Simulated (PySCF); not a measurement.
# Computed records: FH$_{4}$OSi$_{2}$, ClH$_{3}$OSi$_{2}$

All values are calculated (PySCF 2.14.0). Calculation on a computer-drawn molecule: the log of a Hartree-Fock and frozen-core CCSD(T) single point meant for a local Hartree-Fock minimum, with one planted fault or none, to be diagnosed. Offsets are logged minus clean, where the clean run is the same molecule without the fault. The reference is restricted for singlets and unrestricted otherwise, and also for a bond in bohr or an excited solution. Adding or removing an electron swaps singlet and doublet. The excited solution moves the top pair (singlet) or top alpha electron (doublet) to the lowest empty orbital. Highest occupied and lowest empty are orbital energies over both spins, largest force is the largest gradient component, triples share is (T) over the correlation energy, the T1 limit is 0.02 restricted and 0.045 unrestricted, electrons count all cores, a negative frequency is imaginary (commonest isotopes), and the dipole is about the centre of nuclear charge.

Common to all runs: meant charge 0; meant basis cc-pV(D+d)Z; logged SCF converged yes; logged CC converged yes; logged SCF stable within its kind yes; possible faults no fault, one electron removed, one electron added, multiplicity raised by two, geometry at a saddle point, SCF held on an excited solution, minimal basis STO-3G, one bond length entered in bohr, all coordinates scaled.

(1) 
```xyz
8
formula=FH4OSi2 meant_multiplicity=2 logged_electrons=49 logged_basis_functions=94 logged_spin_squared=0.7571 logged_highest_occupied=-8.9895 logged_lowest_empty=1.2082 logged_largest_force=2.81e-05 logged_lowest_frequency=54.12 logged_T1_diagnostic=0.014453 logged_D1_diagnostic=0.051453 logged_triples_share=0.020257 logged_dipole_magnitude=2.5272 logged_energy_HF=-754.5636 logged_energy_CCSD(T)=-755.16358 planted_fault=no_fault HF_energy_offset_from_clean_run=0 CCSD(T)_energy_offset_from_clean_run=0
O     -0.5804    -0.7359     1.2380
Si     1.0520    -1.0127     1.2447
Si     1.4503    -2.1319    -0.7917
F      3.0341    -2.5039    -0.8929
H     -0.9751    -0.2596     1.9534
H      1.4553    -1.8707     2.3827
H      1.8058     0.2595     1.3568
H      1.1211    -1.3304    -1.9936
```

Units: logged_highest_occupied, logged_lowest_empty in eV; logged_largest_force in hartree/bohr; logged_lowest_frequency in cm⁻¹; logged_dipole_magnitude in debye; logged_energy_HF, logged_energy_CCSD(T) in hartree; HF_energy_offset_from_clean_run, CCSD(T)_energy_offset_from_clean_run in kcal/mol.

Drawn bonds:
| atom | other atom | order |
| --- | --- | --- |
| 1 | 2 | 1 |
| 2 | 3 | 1 |
| 3 | 4 | 1 |
| 1 | 5 | 1 |
| 2 | 6 | 1 |
| 2 | 7 | 1 |
| 3 | 8 | 1 |

(2) 
```xyz
8
formula=FH4OSi2 meant_multiplicity=2 logged_electrons=49 logged_basis_functions=94 logged_spin_squared=1.6991 logged_highest_occupied=-8.3442 logged_lowest_empty=0.71611 logged_largest_force=0.0061364 logged_T1_diagnostic=0.041294 logged_D1_diagnostic=0.27104 logged_triples_share=0.021506 logged_dipole_magnitude=1.7347 logged_energy_HF=-754.41685 logged_energy_CCSD(T)=-754.9826 planted_fault=one_bond_length_entered_in_bohr,row_3_of_the_drawn_bonds HF_energy_offset_from_clean_run=92.09 CCSD(T)_energy_offset_from_clean_run=113.6
O     -0.5804    -0.7359     1.2380
Si     1.0520    -1.0127     1.2447
Si     1.4503    -2.1319    -0.7917
F      4.4433    -2.8349    -0.9830
H     -0.9751    -0.2596     1.9534
H      1.4553    -1.8707     2.3827
H      1.8058     0.2595     1.3568
H      1.1211    -1.3304    -1.9936
```

Units: logged_highest_occupied, logged_lowest_empty in eV; logged_largest_force in hartree/bohr; logged_dipole_magnitude in debye; logged_energy_HF, logged_energy_CCSD(T) in hartree; HF_energy_offset_from_clean_run, CCSD(T)_energy_offset_from_clean_run in kcal/mol.

Drawn bonds:
| atom | other atom | order |
| --- | --- | --- |
| 1 | 2 | 1 |
| 2 | 3 | 1 |
| 3 | 4 | 1 |
| 1 | 5 | 1 |
| 2 | 6 | 1 |
| 2 | 7 | 1 |
| 3 | 8 | 1 |

(3) 
```xyz
8
formula=FH4OSi2 meant_multiplicity=2 logged_electrons=50 logged_basis_functions=94 logged_spin_squared=0 logged_highest_occupied=-0.59964 logged_lowest_empty=7.7088 logged_largest_force=0.054782 logged_T1_diagnostic=0.01319 logged_D1_diagnostic=0.038175 logged_triples_share=0.02069 logged_dipole_magnitude=5.6085 logged_energy_HF=-754.54955 logged_energy_CCSD(T)=-755.17798 planted_fault=one_electron_added HF_energy_offset_from_clean_run=8.815 CCSD(T)_energy_offset_from_clean_run=-9.031
O     -0.5804    -0.7359     1.2380
Si     1.0520    -1.0127     1.2447
Si     1.4503    -2.1319    -0.7917
F      3.0341    -2.5039    -0.8929
H     -0.9751    -0.2596     1.9534
H      1.4553    -1.8707     2.3827
H      1.8058     0.2595     1.3568
H      1.1211    -1.3304    -1.9936
```

Units: logged_highest_occupied, logged_lowest_empty in eV; logged_largest_force in hartree/bohr; logged_dipole_magnitude in debye; logged_energy_HF, logged_energy_CCSD(T) in hartree; HF_energy_offset_from_clean_run, CCSD(T)_energy_offset_from_clean_run in kcal/mol.

Drawn bonds:
| atom | other atom | order |
| --- | --- | --- |
| 1 | 2 | 1 |
| 2 | 3 | 1 |
| 3 | 4 | 1 |
| 1 | 5 | 1 |
| 2 | 6 | 1 |
| 2 | 7 | 1 |
| 3 | 8 | 1 |

(4) 
```xyz
8
formula=FH4OSi2 meant_multiplicity=2 logged_electrons=49 logged_basis_functions=94 logged_spin_squared=0.7571 logged_highest_occupied=-9.0509 logged_lowest_empty=1.1254 logged_largest_force=0.012464 logged_T1_diagnostic=0.014751 logged_D1_diagnostic=0.052328 logged_triples_share=0.020619 logged_dipole_magnitude=2.5646 logged_energy_HF=-754.56229 logged_energy_CCSD(T)=-755.16413 planted_fault=all_coordinates_scaled,by_+1.3_% HF_energy_offset_from_clean_run=0.8189 CCSD(T)_energy_offset_from_clean_run=-0.3437
O     -0.5879    -0.7455     1.2541
Si     1.0657    -1.0259     1.2609
Si     1.4692    -2.1596    -0.8020
F      3.0736    -2.5364    -0.9045
H     -0.9878    -0.2630     1.9788
H      1.4742    -1.8950     2.4137
H      1.8293     0.2629     1.3744
H      1.1356    -1.3477    -2.0195
```

Units: logged_highest_occupied, logged_lowest_empty in eV; logged_largest_force in hartree/bohr; logged_dipole_magnitude in debye; logged_energy_HF, logged_energy_CCSD(T) in hartree; HF_energy_offset_from_clean_run, CCSD(T)_energy_offset_from_clean_run in kcal/mol.

Drawn bonds:
| atom | other atom | order |
| --- | --- | --- |
| 1 | 2 | 1 |
| 2 | 3 | 1 |
| 3 | 4 | 1 |
| 1 | 5 | 1 |
| 2 | 6 | 1 |
| 2 | 7 | 1 |
| 3 | 8 | 1 |

(5) 
```xyz
7
formula=ClH3OSi2 meant_multiplicity=1 logged_electrons=55 logged_basis_functions=98 logged_spin_squared=0.777 logged_highest_occupied=-16.336 logged_lowest_empty=-6.7748 logged_largest_force=0.053271 logged_T1_diagnostic=0.023043 logged_D1_diagnostic=0.099715 logged_triples_share=0.028908 logged_dipole_magnitude=2.0371 logged_energy_HF=-1113.74467 logged_energy_CCSD(T)=-1114.28648 planted_fault=one_electron_removed HF_energy_offset_from_clean_run=177.6 CCSD(T)_energy_offset_from_clean_run=190.2
O     -2.2487    -0.3730    -0.2454
Si    -0.7402    -0.2236     0.4297
Si     0.0546     1.9961    -0.0954
Cl     1.8991     1.7348     0.9120
H     -2.7257    -1.1835    -0.1444
H     -0.7974    -0.4154     1.9016
H      0.1885    -1.2456    -0.1175
```

Units: logged_highest_occupied, logged_lowest_empty in eV; logged_largest_force in hartree/bohr; logged_dipole_magnitude in debye; logged_energy_HF, logged_energy_CCSD(T) in hartree; HF_energy_offset_from_clean_run, CCSD(T)_energy_offset_from_clean_run in kcal/mol.

Drawn bonds:
| atom | other atom | order |
| --- | --- | --- |
| 1 | 2 | 1 |
| 2 | 3 | 1 |
| 3 | 4 | 1 |
| 1 | 5 | 1 |
| 2 | 6 | 1 |
| 2 | 7 | 1 |

(6) 
```xyz
7
formula=ClH3OSi2 meant_multiplicity=1 logged_electrons=57 logged_basis_functions=98 logged_spin_squared=0.7706 logged_highest_occupied=-1.5853 logged_lowest_empty=7.332 logged_largest_force=0.03624 logged_T1_diagnostic=0.013763 logged_D1_diagnostic=0.04718 logged_triples_share=0.024154 logged_dipole_magnitude=4.9309 logged_energy_HF=-1114.0551 logged_energy_CCSD(T)=-1114.62025
O     -2.2487    -0.3730    -0.2454
Si    -0.7402    -0.2236     0.4297
Si     0.0546     1.9961    -0.0954
Cl     1.8991     1.7348     0.9120
H     -2.7257    -1.1835    -0.1444
H     -0.7974    -0.4154     1.9016
H      0.1885    -1.2456    -0.1175
```

Units: logged_highest_occupied, logged_lowest_empty in eV; logged_largest_force in hartree/bohr; logged_dipole_magnitude in debye; logged_energy_HF, logged_energy_CCSD(T) in hartree.

Drawn bonds:
| atom | other atom | order |
| --- | --- | --- |
| 1 | 2 | 1 |
| 2 | 3 | 1 |
| 3 | 4 | 1 |
| 1 | 5 | 1 |
| 2 | 6 | 1 |
| 2 | 7 | 1 |

## Withheld values
1. ClH$_{3}$OSi$_{2}$ (entry 6): planted fault?

Answers
1. one electron added

Further results for ClH$_{3}$OSi$_{2}$ (entry 6):

* HF energy offset from clean run: -17.19 kcal/mol
* CCSD(T) energy offset from clean run: -19.27 kcal/mol
